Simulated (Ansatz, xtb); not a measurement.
# C3H10ClFSi2: 4 structures ranked

4 gas-phase structures of C3H10ClFSi2, from a drawn sample of its isomers (lower ones may exist). Each was relaxed with GFN2-xTB; where two conformers were screened, the lower at r2SCAN-D4/def2-SVP is listed:

A. `CC[Si@@H](Cl)[C@@H](F)[SiH3]`, a singlet
B. `C[C@@H]([SiH2]F)[SiH2]CCl`, a singlet
C. `C[C@@H]([SiH3])[Si@@H](F)CCl`, a singlet
D. `CC[SiH2][C@H](Cl)[SiH2]F`, a singlet

Question: Make a reasoned guess at their ranking by r2SCAN-D4/def2-SVP single-point energy.

Answer: Calculated order at r2SCAN-D4/def2-SVP: C (0.0), D (7.6), B (9.6), A (67.9) kJ/mol. Less than 1 kcal/mol parts D and B, so the order within that pair means little.

Energies above the lowest of each column, in kJ/mol; the last columns are at B3LYP/def2-SVP geometries (a dash: not run or not comparable):

| structure | GFN2-xTB | HF/STO-3G | r2SCAN-D4/def2-SVP | B3LYP/def2-SVP | CCSD(T)/def2-SVP + ΔMP2/def2-TZVPP |
| --- | --- | --- | --- | --- | --- |
| C | 18.1 | 66.9 | 0.0 | 0.0 | 0.0 |
| D | 0.0 | 67.3 | 7.6 | 5.7 | 7.0 |
| B | 4.1 | 73.8 | 9.6 | 5.8 | 6.0 |
| A | 68.5 | 0.0 | 67.9 | 61.8 | – |

CCSD(T)/def2-SVP + ΔMP2/def2-TZVPP puts C lowest of those it was run on; GFN2-xTB picks D, HF/STO-3G picks A. CCSD(T)/def2-SVP + ΔMP2/def2-TZVPP orders those it was run on as C (0.0), B (6.0), D (7.0) kJ/mol. Less than 1 kcal/mol parts B and D, so the order within that pair means little. Flexible structures stand in one conformer each, not always the lowest. Frequencies (GFN2-xTB) were run for B, C, D alone. ΔMP2 is the change of the MP2 energy from the smaller to the larger basis.

Over these structures GFN2-xTB departs from r2SCAN-D4/def2-SVP by 8.3 kJ/mol on average once a common shift is removed. A GFN2-xTB relaxation took about 0.16 s and the r2SCAN-D4/def2-SVP energy about 2.5 s on a shared host (Ansatz 0.2.0, xtb 6.7.1).
